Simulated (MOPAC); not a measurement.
Input file for MOPAC: PM3 on C2H10Ge (a complex), monomers drawn apart or pushed together.

```
PM3 1SCF PRECISE CHARGE=0 THREADS=1
C2H10Ge

Ge    -0.15445395 1     0.14853706 1    -0.24637723 1
H     -0.50518300 1    -0.05966162 1    -1.72772934 1
H      0.41996131 1    -1.15308113 1     0.33115045 1
H     -1.42203654 1     0.53481203 1     0.52928761 1
H      0.88635996 1     1.27008888 1    -0.11978313 1
C      0.66850994 1     0.38733001 1     5.00886694 1
C     -0.27912630 1    -0.76126096 1     5.34162138 1
H      1.11801818 1     0.80581890 1     5.91141059 1
H      0.14638525 1     1.19781670 1     4.49664913 1
H      1.48215456 1     0.05640556 1     4.36048512 1
H      0.24372953 1    -1.57032731 1     5.85524593 1
H     -0.72804431 1    -1.18014642 1     4.43931320 1
H     -1.09213933 1    -0.42928638 1     5.99017279 1
```

The log:

```
*******************************************************************************
 **                                                                           **
 **                              MOPAC v23.2.5                                **
 **                                                                           **
 *******************************************************************************
 ** MOPAC's Digital Object Identifier: https://doi.org/10.5281/zenodo.6511958 **
 **                                                                           **
 ** Please cite the open-source release paper for use of this MOPAC version:  **
 ** J. E. Moussa and J. J. P. Stewart (2026)                                  **
 ** MOPAC: An open-source semiempirical molecular orbital program             **
 ** J. Open Source Softw., 11(119), 8025, https://doi.org/10.21105/joss.08025 **
 *******************************************************************************

                              PM3 CALCULATION RESULTS

 *******************************************************************************
 *  PM3        - The PM3 Hamiltonian to be used
 *
 *
 *
 *                 CHARGE ON SYSTEM = 0
 *
 *
 *
 *  PRECISE    - TIGHTER CRITERIA TO BE USED
 *  1SCF       - DO 1 SCF AND THEN STOP
 *  THREADS=1  - MULTI-THREADING NOT USED
 *  T=         - A TIME OF 172800.0 SECONDS REQUESTED
 *  DUMP=N     - RESTART FILE WRITTEN EVERY 7200.0 SECONDS REQUESTED
 *******************************************************************************
PM3 1SCF PRECISE CHARGE=0 THREADS=1
 C2H10Ge

   ATOM   CHEMICAL          X               Y               Z
  NUMBER   SYMBOL      (ANGSTROMS)     (ANGSTROMS)     (ANGSTROMS)

     1      Ge         -0.15445395  *   0.14853706  *  -0.24637723  *
     2       H         -0.50518300  *  -0.05966162  *  -1.72772934  *
     3       H          0.41996131  *  -1.15308113  *   0.33115045  *
     4       H         -1.42203654  *   0.53481203  *   0.52928761  *
     5       H          0.88635996  *   1.27008888  *  -0.11978313  *
     6       C          0.66850994  *   0.38733001  *   5.00886694  *
     7       C         -0.27912630  *  -0.76126096  *   5.34162138  *
     8       H          1.11801818  *   0.80581890  *   5.91141059  *
     9       H          0.14638525  *   1.19781670  *   4.49664913  *
    10       H          1.48215456  *   0.05640556  *   4.36048512  *
    11       H          0.24372953  *  -1.57032731  *   5.85524593  *
    12       H         -0.72804431  *  -1.18014642  *   4.43931320  *
    13       H         -1.09213933  *  -0.42928638  *   5.99017279  *



          CARTESIAN COORDINATES

    NO.       ATOM           X           Y           Z

     1        Ge         -0.1545      0.1485     -0.2464
     2         H         -0.5052     -0.0597     -1.7277
     3         H          0.4200     -1.1531      0.3312
     4         H         -1.4220      0.5348      0.5293
     5         H          0.8864      1.2701     -0.1198
     6         C          0.6685      0.3873      5.0089
     7         C         -0.2791     -0.7613      5.3416
     8         H          1.1180      0.8058      5.9114
     9         H          0.1464      1.1978      4.4966
    10         H          1.4822      0.0564      4.3605
    11         H          0.2437     -1.5703      5.8552
    12         H         -0.7280     -1.1801      4.4393
    13         H         -1.0921     -0.4293      5.9902

  H: (PM3): J. J. P. STEWART, J. COMP. CHEM. 10, 209 (1989).
  C: (PM3): J. J. P. STEWART, J. COMP. CHEM. 10, 209 (1989).
 Ge: (PM3): J. J. P. STEWART, J. COMP. CHEM. 12, 320-341 (1991).

           Empirical Formula: C2 H10 Ge  =    13 atoms



      MOLECULAR POINT GROUP   :   Cs


      RHF CALCULATION, NO. OF DOUBLY OCCUPIED LEVELS = 11


 -------------------------------------------------------------------------------
 PM3 1SCF PRECISE CHARGE=0 THREADS=1
 C2H10Ge



     1SCF WAS SPECIFIED, SO BFGS WAS NOT USED
     SCF FIELD WAS ACHIEVED


                              PM3 CALCULATION
                                                       MOPAC v23.2.5 Linux




          FINAL HEAT OF FORMATION =         14.84788 KCAL/MOL =      62.12351 KJ/MOL


          COSMO AREA              =        151.24 SQUARE ANGSTROMS
          COSMO VOLUME            =        131.33 CUBIC ANGSTROMS

          IONIZATION POTENTIAL    =         12.033804 EV
          HOMO LUMO ENERGIES (EV) =        -12.034  0.434
          NO. OF FILLED LEVELS    =         11
          MOLECULAR WEIGHT        =        106.6910         POINT GROUP:  Cs

          MOLECULAR DIMENSIONS (Angstroms)

            Atom       Atom       Distance
            H     8    H     2     7.85750
            H     5    H    13     3.94623
            H    11    H     4     2.50124


          SCF CALCULATIONS        =          1





   ATOM   CHEMICAL          X               Y               Z
  NUMBER   SYMBOL      (ANGSTROMS)     (ANGSTROMS)     (ANGSTROMS)

     1      Ge         -0.15445395  *   0.14853706  *  -0.24637723  *
     2       H         -0.50518300  *  -0.05966162  *  -1.72772934  *
     3       H          0.41996131  *  -1.15308113  *   0.33115045  *
     4       H         -1.42203654  *   0.53481203  *   0.52928761  *
     5       H          0.88635996  *   1.27008888  *  -0.11978313  *
     6       C          0.66850994  *   0.38733001  *   5.00886694  *
     7       C         -0.27912630  *  -0.76126096  *   5.34162138  *
     8       H          1.11801818  *   0.80581890  *   5.91141059  *
     9       H          0.14638525  *   1.19781670  *   4.49664913  *
    10       H          1.48215456  *   0.05640556  *   4.36048512  *
    11       H          0.24372953  *  -1.57032731  *   5.85524593  *
    12       H         -0.72804431  *  -1.18014642  *   4.43931320  *
    13       H         -1.09213933  *  -0.42928638  *   5.99017279  *

                             CARTESIAN COORDINATES

   1   Ge       -0.154453950     0.148537060    -0.246377230
   2    H       -0.505183000    -0.059661620    -1.727729340
   3    H        0.419961310    -1.153081130     0.331150450
   4    H       -1.422036540     0.534812030     0.529287610
   5    H        0.886359960     1.270088880    -0.119783130
   6    C        0.668509940     0.387330010     5.008866940
   7    C       -0.279126300    -0.761260960     5.341621380
   8    H        1.118018180     0.805818900     5.911410590
   9    H        0.146385250     1.197816700     4.496649130
  10    H        1.482154560     0.056405560     4.360485120
  11    H        0.243729530    -1.570327310     5.855245930
  12    H       -0.728044310    -1.180146420     4.439313200
  13    H       -1.092139330    -0.429286380     5.990172790


           Empirical Formula: C2 H10 Ge  =    13 atoms



      MOLECULAR POINT GROUP   :   Cs


                  EIGENVALUES
 -34.18437 -23.08409 -16.04484 -15.14365 -15.13403 -13.64556 -12.28792 -12.28156
 -12.27949 -12.03939 -12.03380   0.43384   0.43500   0.43798   3.66950   3.88968
   4.11569   4.11663   4.38798   4.84477   4.95775   4.95898


              NET ATOMIC CHARGES AND DIPOLE CONTRIBUTIONS

  ATOM NO.   TYPE          CHARGE      No. of ELECS.   s-Pop       p-Pop
    1         Ge           0.275417        3.7246     0.64729     3.07729
    2          H          -0.068651        1.0687     1.06865
    3          H          -0.068776        1.0688     1.06878
    4          H          -0.068752        1.0688     1.06875
    5          H          -0.069174        1.0692     1.06917
    6          C          -0.105324        4.1053     1.13535     2.96998
    7          C          -0.104873        4.1049     1.13524     2.96964
    8          H           0.034341        0.9657     0.96566
    9          H           0.035408        0.9646     0.96459
   10          H           0.035404        0.9646     0.96460
   11          H           0.034654        0.9653     0.96535
   12          H           0.035655        0.9643     0.96435
   13          H           0.034669        0.9653     0.96533
 DIPOLE           X         Y         Z       TOTAL
 POINT-CHG.    -0.004    -0.003    -0.012     0.012
 HYBRID         0.001     0.001     0.002     0.003
 SUM           -0.003    -0.002    -0.009     0.010


          ATOMIC ORBITAL ELECTRON POPULATIONS

     Atom    s        px        py        pz
    1 Ge   0.64729   1.02577   1.02567   1.02585
    2  H   1.06865
    3  H   1.06878
    4  H   1.06875
    5  H   1.06917
    6  C   1.13535   0.98744   0.97837   1.00416
    7  C   1.13524   0.98706   0.97809   1.00449
    8  H   0.96566
    9  H   0.96459
   10  H   0.96460
   11  H   0.96535
   12  H   0.96435
   13  H   0.96533

 **********************
 *                    *
 * JOB ENDED NORMALLY *
 *                    *
 **********************




 == MOPAC DONE ==
```

The run finished.

Cost: about 0.020 core-seconds (a rough figure).
